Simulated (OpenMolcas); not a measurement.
Mo²⁺: effect of the basis set

```yaml
Program: OpenMolcas
Method: "MS-CASPT2, IPEA 0.25 Eh, imaginary shift 0.1 Eh (closed shells correlated: 4s 4p)"
Active_space: 4 electrons in 5 orbitals (4d)
State_averaging: 2S+1 = 5 even, 5 roots; 2S+1 = 3 even, 45 roots; 2S+1 = 1 even, 50 roots
Spin-orbit_coupling: state interaction with AMFI integrals over the reference wave functions, term energies averaged over their components
```

A. ANO-R1 [6s4p3d1f], X2C, finite nucleus; CASPT2 step roughly 9 core-seconds
B. ANO-RCC-VDZP [6s5p3d1f], DKH2, point nucleus; CASPT2 step about 13 core-seconds
C. ANO-R2 [7s5p4d2f1g], X2C, finite nucleus; CASPT2 step about 28 core-seconds
D. ANO-RCC-VTZP [7s6p4d2f1g], DKH2, point nucleus; CASPT2 step of the order of 22 core-seconds
E. ANO-R3 [8s6p5d3f2g1h], X2C, finite nucleus; CASPT2 step roughly 40 core-seconds
F. ANO-RCC-VQZP [8s7p5d3f2g1h], DKH2, point nucleus; CASPT2 step about 90 core-seconds

Energies in cm⁻¹ above 4d⁴ ⁵D₀, the measured ground level; measured values from Sugar and Musgrove, J. Phys. Chem. Ref. Data 17, 155 (1988).

```csv
Level,A,B,C,D,E,F,Measured
4d⁴ ⁵D₀,0.0,0.0,0.0,0.0,0.0,0.0,0.0
4d⁴ ⁵D₁,238,248,239,235,236,240,242
4d⁴ ⁵D₂,663,687,663,653,653,664,668
4d⁴ ⁵D₃,1223,1261,1217,1201,1197,1216,1224
4d⁴ ⁵D₄,1882,1931,1865,1843,1832,1858,1872
4d⁴ ³P₀(1),12950,12410,11960,12190,11710,11680,11149
4d⁴ ³P₁(1),14230,13720,13200,13420,12930,12920,12510
4d⁴ ³H₄,14560,14280,13520,13690,13080,13050,12680
4d⁴ ³H₅,15140,14880,14070,14240,13630,13610,13276
4d⁴ ³H₆,15660,15410,14580,14740,14120,14110,13811
4d⁴ ³F₂(1),15880,15550,14940,15070,14550,14540,13929
4d⁴ ³F₃(1),15880,15550,14920,15060,14540,14520,13948
4d⁴ ³P₂(1),16140,15660,15060,15270,14760,14780,14358
4d⁴ ³F₄(1),16190,15880,15220,15360,14830,14820,14296
4d⁴ ³G₃,17940,17610,16840,17010,16460,16430,15871
4d⁴ ³G₄,18360,18030,17260,17430,16860,16840,16283
4d⁴ ³G₅,18760,18450,17640,17800,17240,17220,16714
4d⁴ ³D₃,21780,21280,20500,20760,20240,20200,19488
4d⁴ ³D₂,21920,21410,20610,20880,20340,20310,19577
4d⁴ ³D₁,22190,21700,20920,21180,20660,20620,
4d⁴ ¹I₆,22510,22150,20970,21220,20310,20320,20290
4d⁴ ¹G₄(1),22800,22390,21870,22160,21330,21450,20612
4d⁴ ¹S₀(1),24550,24020,24010,24270,23670,23650,22990
4d⁴ ¹D₂(1),26940,26160,24740,25090,24270,24270,22806
```

Deviations, from unrounded energies. A percentage is the sum of absolute deviations over the sum of measured energies, with the sign that they share, or ± where signs differ.

| Against measurement | Levels | A | B | C | D | E | F |
| --- | --- | --- | --- | --- | --- | --- | --- |
| mean absolute deviation (cm-1) | 22 | 1700 | 1400 | 790 | 960 | 470 | 460 |
| fine structure of the ground term (%) | 4 | ±0.5 | +3.0 | -0.6 | -1.9 | -2.2 | -0.7 |
| other terms of the ground configuration (%) | 18 | +12.8 | +10.3 | +5.9 | +7.2 | +3.5 | +3.4 |

E, F lie about equally close to measurement and A furthest from it. The largest miss of F in the table is 4d⁴ ¹D₂(1), by +1500 cm-1. The ranking rests on the paired levels alone, and a cruder setting can come out closer through cancelling errors.

The two smallest mean deviations differ by little beside CASPT2's spread within terms, so their order carries little weight.

Among A to F the level of the table that moves most is 4d⁴ ¹D₂(1), by 2700 cm-1 (lowest in F, highest in A). Moves below CASPT2's spread within the term are not significant.

CASPT2 does not keep the components of a term degenerate, so their means are used; among the terms shown or strongly mixed into the levels shown the widest spread is 1500 cm-1 (4d⁴ ¹I, D). Levels of configurations with an s electron are missing; early in the row they begin among the upper levels of the d shell and mix with terms of their name. The CASPT2 spread within a term exceeds the gap to the next term for 4d⁴ ³P(1) and 4d⁴ ³H, 4d⁴ ³D and 4d⁴ ¹G(1), 4d⁴ ¹G(1) and 4d⁴ ¹I, so the order of their levels is uncertain (figures for A; the like holds for B, C, D, E, F). Some levels mix across a computed gap that differs much from the measured one, so their mixing is not that of the real levels (holds for A; B; D). Some terms miss by over 15 % even with CASPT2, which points to a basis or an active space too small for the shells correlated (holds for A). Computed and measured levels are paired by configuration, term and J; levels that our copy of the source lacks, or whose pairing is in doubt (as where it misses far off the trend of its configuration), stay unpaired and out of the deviations. Levels of configurations outside the active space are missing. The table leaves out levels that lie high or whose names do not pair safely across all columns.

A number in round brackets counts repeated terms of one configuration in the order of the reference energies.
